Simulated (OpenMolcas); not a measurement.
A run on V2+ among 2 point charges of -2 e arranged as a linear pair (D∞h), 1.5 Å from the ion.

```yaml
Program: OpenMolcas
Method: "SS-CASPT2, IPEA 0.25 Eh, imaginary shift 0.1 Eh (closed shells correlated: 3s 3p)"
Basis: ANO-RCC-VDZP [5s4p2d1f]
Scalar_Hamiltonian: DKH2, point nucleus
Active_space: 3 electrons in 5 orbitals (3d)
State_averaging: 2S+1 = 4 even, 10 roots; 2S+1 = 2 even, 40 roots
Spin-orbit_coupling: state interaction with AMFI integrals over the reference wave functions
```

First CASPT2 step and the start of its output:

```
&CASPT2
Multistate=10 1 2 3 4 5 6 7 8 9 10
NoMult
Frozen=2 3
IPEA=0.25
Imaginary=0.1
MaxIter=60
WThr=0.0 0.3 0.05
PrWF=0.5
NoMix
```

```
--- CASPT2 ---
Orbital specifications:
      -----------------------

      Symmetry species                           1   2
                                                ag  au
      Frozen orbitals                            2   3
      Inactive orbitals                          1   3
      Active orbitals                            5   0
      Secondary orbitals                         7  13
      Deleted orbitals                           0   0
      Number of basis functions                 15  19
Type of calculation                        SS-CASPT2
      Fock operator                              state-specific
      IPEA shift                                 0.25
      Real shift                                 0.00
      Imaginary shift                            0.10
      The input orbitals will be transformed to quasi-canonical
Reference energy:        -950.5327846402
      E2 (Non-variational):      -0.2531362988
      Shift correction:          -0.0003762675
      E2 (Variational):          -0.2535125662
      Total energy:            -950.7862972064
      Residual norm:              0.0000001018
      Reference weight:           0.93766
      Contributions to the CASPT2 correlation energy
      Active & Virtual Only:         -0.0287254417
      One Inactive Excited:          -0.0825047073
      Two Inactive Excited:          -0.1419061498
Reference energy:        -950.4934041582
      E2 (Non-variational):      -0.2453517899
      Shift correction:          -0.0004281938
      E2 (Variational):          -0.2457799837
      Total energy:            -950.7391841419
      Residual norm:              0.0000000714
      Reference weight:           0.93584
      Contributions to the CASPT2 correlation energy
      Active & Virtual Only:         -0.0248462914
...
```

Over all roots the printed reference weights run from 0.58 to 0.95, and roots that are degenerate in the reference spread by up to 61 cm-1.

**Question.** Did the run give usable levels, and if not, why?

**Answer.** No. The equations converged, but the reference weight falls to 0.58 for at least one root against 0.95 for the best. A drop of that size marks an intruder state, so the energies of such roots and the levels built on them can't be trusted.
